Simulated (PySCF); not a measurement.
Compound: C3H9B.
Structure used (PBE0-D3(BJ)/def2-SVP), in Å, numbered top down from 1:
```
atom  x, y, z in Å
B1     1.873    0.653    0.518
C2     0.391    0.607    0.047
C3    -0.397   -0.688    0.220
C4    -1.826   -0.610   -0.293
H5     2.429   -0.315    0.993
H6     2.507    1.680    0.408
H7    -0.129    1.458    0.534
H8     0.402    0.925   -1.018
H9     0.137   -1.507   -0.292
H10   -0.402   -0.967    1.287
H11   -2.364   -1.560   -0.154
H12   -1.851   -0.368   -1.369
H13   -2.396    0.175    0.230
```

Computed with core-valence-separated Tamm–Dancoff BHandHLYP/aug-pcX-1 (pcseg-1 on H) in PySCF, non-relativistic, gas phase, PBE0-D3(BJ)/def2-SVP geometry. No shift to experiment was applied.

Question: List the carbon K-edge absorption lines.

Answer: 
| E (eV) | f | core hole on | main final orbital |
| --- | --- | --- | --- |
| 283.23 | 0.0017 | C2 | LUMO (92 %) |
| 284.84 | 0.0054 | C3 | LUMO (93 %) |
| 284.99 | 0.0156 | C2 | LUMO+1 (52 %) |
| 285.14 | 0.0087 | C4 | LUMO+1 (81 %) |
| 285.44 | 0.0006 | C4 | LUMO (98 %) |
| 285.50 | 0.0141 | C3 | LUMO+1 (50 %) |
| 285.58 | 0.0303 | C2 | LUMO+4 (52 %) |
| 285.93 | 0.0282 | C4 | spread |
| 285.98 | 0.0267 | C4 | LUMO+4 (57 %) |
| 286.21 | 0.0009 | C2 | LUMO+2 (60 %) |
| 286.30 | 0.0227 | C3 | LUMO+4 (62 %) |
| 286.46 | 0.0008 | C4 | LUMO+5 (55 %) |
| 286.53 | 0.0015 | C3 | LUMO+1 (38 %) |
| 286.55 | 0.0000 | C2 | LUMO+3 (71 %) |
| 286.77 | 0.0044 | C3 | LUMO+2 (39 %) |

The first line with a tenth or more of the strongest one's intensity is at 284.84 eV (f = 0.005), with the hole on C3 (chain CH2 carbon). The strongest listed is at 285.58 eV (f = 0.030; C2).

Question: What does the B 1s absorption edge look like?

Answer: 
| E (eV) | f | core hole on | main final orbital |
| --- | --- | --- | --- |
| 185.34 | 0.0901 | B1 | LUMO (79 %) |
| 190.90 | 0.0082 | B1 | LUMO+2 (34 %) |
| 191.29 | 0.0137 | B1 | LUMO+3 (51 %) |
| 191.52 | 0.0053 | B1 | LUMO+1 (37 %) |
| 191.62 | 0.0064 | B1 | LUMO+4 (66 %) |
| 192.24 | 0.0028 | B1 | LUMO+5 (35 %) |
| 192.45 | 0.0044 | B1 | LUMO+8 (37 %) |

The first line with a tenth or more of the strongest one's intensity is at 185.34 eV (f = 0.090), with the hole on B1 (three-coordinate boron). It is also the strongest listed.

Roots within 0.03 eV whose holes lie on the same, on equivalent or on shared atoms are summed into one line, and the highest roots are left out, as the search may have cut off their partners. Final orbitals are the ground state's empty Kohn–Sham orbitals.

Question: What is the summed oscillator strength of the listed C K lines, and their intensity-weighted mean energy?

Answer: Σf = 0.161 over 15 lines from 283.23 to 286.77 eV; the weighted mean is 285.72 eV. The strongest line holds 19 % of the sum.

Only the lowest roots of each edge were sought.

On an Intel Xeon Platinum 8488C with one thread (shared host), this took 8.7 s and 0.78 GiB of memory at its peak.

One conformer stands for the species.
